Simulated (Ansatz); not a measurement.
Cost and result for the atomization energy of `C[SiH2]C(=N)Cl` (11 atoms, 10 bonds).

Z-matrix (Å, degrees):
```
C
Si 1 1.858
H 1 1.092 2 110.4
H 1 1.092 2 110.7 3 -120.3
H 1 1.092 2 110.4 3 119.3
C 2 1.897 1 109.4 3 -59.6
H 2 1.485 1 112.7 3 -177.8
H 2 1.485 1 112.7 3 58.6
Cl 6 1.785 2 113.5 1 -179.9
N 6 1.249 2 123.7 1 0.1
H 10 1.020 6 114.3 2 180.0
```

The species carries charge 0 and has multiplicity 1. Geometry: relaxed with PBE0-D4/def2-TZVP. It is one conformer, not always the lowest. Program: Ansatz. All runs use 4 threads of an Intel Xeon Platinum 8488C on a shared host. Times are those of one run each, without the atoms' runs, and a repeat can differ threefold. Electronic energies, without spin–orbit coupling; frozen cores. CCSD(T)/CBS adds CCSD(T) − MP2 in def2-TZVPP to the MP2 limit, and its time is that of the two runs behind it. T1 = 0.013. B3LYP takes the VWN-RPA correlation (the form of Gaussian; ORCA's B3LYP/G). HSE06 is the plane-wave form, built on full-range PBE exchange.

CCSD(T)/CBS is a level of theory with its own doubt, some kJ/mol a heavy atom from the limit and from the frozen cores, so smaller differences don't rank the functionals.

```
                            level  functions  wall time  atomization (kJ/mol)  difference from CCSD(T)/CBS  per bond
               BLYP-D4/def2-TZVPP        261      1.9 s                3953.2                         17.7       1.8
             revPBE-D4/def2-TZVPP        261      2.1 s                3945.0                          9.5       0.9
               PBE0-D4/def2-TZVPP        261        3 s                3954.3                         18.8       1.9
              BHLYP-D4/def2-TZVPP        261      3.2 s                3823.9                       -111.6     -11.2
              HSE06-D4/def2-TZVPP        261      3.5 s                3957.5                         22.0       2.2
                 CCSD(T)/def2-SVP        108      4.3 s                3694.0                       -241.5     -24.2
B3LYP-D4/def2-TZVPP (with forces)        261      4.8 s                3948.3                         12.8       1.3
                B2PLYP/def2-TZVPP        261      5.5 s                3896.5                        -39.0      -3.9
              PBE-QIDH/def2-TZVPP        261      5.5 s                3908.1                        -27.4      -2.7
 ωB97M-V/def2-TZVPP (with forces)        261       12 s                3957.6                         22.1       2.2
                   MP2/def2-QZVPP        491       24 s                3945.4                          9.9       1.0
               CCSD(T)/def2-TZVPP        261      100 s                3823.9                       -111.6     -11.2
                CCSD(T)/CBS(def2)          –    2.1 min                3935.5                          0.0       0.0
```

From r2SCAN to r2SCAN0 (25 % exact exchange), in def2-TZVPP and without D4, the atomization energy moves by −69.6 kJ/mol: exact exchange takes away binding that semilocal exchange gives to molecules. The D4 term adds +40.5 kJ/mol with B3LYP and +21.3 kJ/mol with PBE0; it sums over pairs of atoms, weighted by their polarisabilities, and B3LYP, whose exchange is more repulsive, gets the larger term. At CCSD(T), def2-SVP lies −241.6 kJ/mol from the extrapolated value and def2-TZVPP −111.6 kJ/mol: correlation converges slowly with the basis, and small sets miss more of it in the bonded molecule than in its fragments.
